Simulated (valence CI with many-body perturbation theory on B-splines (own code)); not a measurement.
**Nb XXXVI: key properties**

Calculated by configuration interaction combined with many-body perturbation theory (CI+MBPT): four valence electrons over a frozen Dirac-Fock core [He], radial functions for each j: 11 s, 11 p, 10 d, 8 f, 5 g, 2 h, with the one-electron correlation potential Σ1, the two-electron term Σ2, the three-electron term Σ3, Breit, model QED; selected CI, second order for the rest, scaled by the run's own slope (own B-spline code, finite nucleus).

The last digits are not significant, and no measured levels were compared; by estimate large intervals hold to a few tenths of a per cent, small ones and those within an open d or f shell to about a per cent. Among the levels kept, up to 990 cm⁻¹ of a level comes from second order outside the variational space, and about a tenth of that is noise between levels of different J, which matters for small intervals.

Levels are named by their leading jj configuration (3d3/2^4 stands for four electrons in 3d with j = 3/2), which in mixed levels can hold well under half, so a name can repeat and another be missing.

Rates and lifetimes use the calculated energies. Strong lines usually hold to 10 to 20 %, long lifetimes can be off by a factor of two.

(1) What is the ground level?

(2) Name the longest-lived excited levels whose lifetime is computed, and their main decay.

(3) How well does LS coupling describe the low levels?

(4) Among levels below 3282.6 eV, which E1 lines absorb most strongly from the ground level?

(5) What is the ionisation energy?

Results:

(1) (2s^2 2p1/2^2) J=0, composition 75 % 2s2 2p2 3P + 24 % 2s2 2p2 1S.

(2) (2s^2 2p1/2 2p3/2) J=2 at 104.3 eV lives 127 μs, mostly by M1 to (2s^2 2p1/2 2p3/2) J=1; (2s^2 2p1/2 2p3/2) J=1 at 92.3 eV lives 179 ns, mostly by M1 to (2s^2 2p1/2^2) J=0; (2s^2 2p3/2^2) J=2 at 205.0 eV lives 91.0 ns, mostly by M1 to (2s^2 2p1/2 2p3/2) J=1.

(3) Among the lowest 20 levels the leading LS term, summed over configurations, holds 65 % on average. For single configurations the figures are 65 % in LS and 95 % in jj coupling. Terms mix most in the J = 1 level at 379.2 eV, where the leading one holds 34 %.

(4) to (2s^2 2p1/2 3d3/2) J=1 at 0.4379 nm, f = 1.40; to (2s 2p1/2^2 3p3/2) J=1 at 0.4280 nm, f = 0.404; to (2s 2p1/2^2 2p3/2) J=1 at 4.746 nm, f = 0.126.

(5) 4822.9 eV; NIST lists 4815 ± 5 eV (semi-empirical).
